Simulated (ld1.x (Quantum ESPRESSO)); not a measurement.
**Before and after: TM potential for Mn (Z = 25)**

Mn, norm-conserving Troullier–Martins (Kleinman–Bylander form), made with ld1.x (Quantum ESPRESSO) 7.5 (LDA (PZ), scalar-relativistic). Core [Ar], reference 3d5 4s1 4p0 (charge +1). Waves: 4s (bound): rc 2.45 bohr; 4p (bound, empty): rc 1.95 bohr; 3d (bound): rc 1.90 bohr. Local part: all-electron potential smoothed inside 1.90 bohr (lloc = -1). Core correction: Bessel-smoothed model core inside 1.65 bohr.

Change: local potential the d channel.

Cutoffs: the cutoffs (Ry, on a coarse ladder) from which the occupation-weighted sum of valence levels, in a spherical-Bessel basis at the reference potential, stays within 10 and 1 mRy of its value at 400 Ry; they do not see the model core or the augmentation charge, which bear on the density cutoff. Errors are all-electron minus pseudo energies relative to the spin-unpolarised reference configuration.

Task: What does the change do?

Result: The potential gets neither clearly harder nor softer (70 Ry and 110 Ry → 70 Ry and 110 Ry); the bound ghosts move from s to p, s; the number of tests that count goes from 8 to 9; of the 8 tests that both files solve, the error grows in 4 and shrinks in 1 by more than 15 % and 0.3 meV (median size 11.1 → 111.9 meV); the range in which the s phases agree widens (upper end -0.3 → 1.7); the range in which the p phases agree widens (upper end 0.3 → 4.7). In the separable form a ghost depends on how the local part lies against the semilocal potential of the channel, so the choice of the local part can create or remove one.

| quantity | base | changed |
| --- | --- | --- |
| cutoff, loose | 70 Ry | 70 Ry |
| cutoff, tight | 110 Ry | 110 Ry |
| loose cutoff by channel (10 mRy a level) | s 6 Ry, d 70 Ry | s 6 Ry, d 60 Ry |
| bound ghosts | s | s, p |
| tests counted (converged, no solver errors) | 8 of 9 | 9 of 9 |
| error for 3d5 4s2 4p0, meV [ΔE -8.65 eV] | +2.5 | -1.5 |
| error for 3d5 4s0 4p0, meV [ΔE 15.88 eV] | -12 | -12 |
| error for 3d4 4s0 4p0, meV [ΔE 48.69 eV] | -220 | -274 |
| error for 3d4 4s2 4p0, meV [ΔE 4.79 eV] | +11 | -212 |
| error for 3d5 4s1.5 4p0, meV [ΔE -5.19 eV] | +0.7 | -0.4 |
| error for 3d3 4s0 4p0, meV [ΔE 99.73 eV] | -947 | -1094 |
| error for 3d5 4s0 4p1, meV [ΔE 4.82 eV] | -1.9 | -2.7 |
| error for 3d5 4s1 4p0 (spin-polarised), meV [ΔE -6.11 eV] | +1338 | +1336 |
| s: phases at 2.65 bohr within 0.05 rad from the reference energy up to (Ry; the scan ends near 5) | -0.3 | 1.7 |
| p: phases at 2.65 bohr within 0.05 rad from the reference energy up to (Ry; the scan ends near 5) | 0.3 | 4.7 |
| d: phases at 2.65 bohr within 0.05 rad from the reference energy up to (Ry; the scan ends near 5) | 0.4 | 0.1 |

Base: Tests not counted: 3d5 4s2 4p0 (spin-polarised) (solver errors, printed error -383 eV). These tests converged, but a pseudo level misses the all-electron one widely, so the file describes the atom poorly there or has found another state: 3d3 4s0 4p0: empty 4s by 11.9 eV (a node warning on the way). Changed file: These tests converged, but a pseudo level misses the all-electron one widely, so the file describes the atom poorly there or has found another state: 3d3 4s0 4p0: empty 4p by 8.4 eV (a node warning on the way). A true bound ghost makes a file unfit for plane-wave use even where its test errors are small: the radial tests pick states by their node count and pass the ghost by. Where a test does run into it, the solver fails or the error is huge.
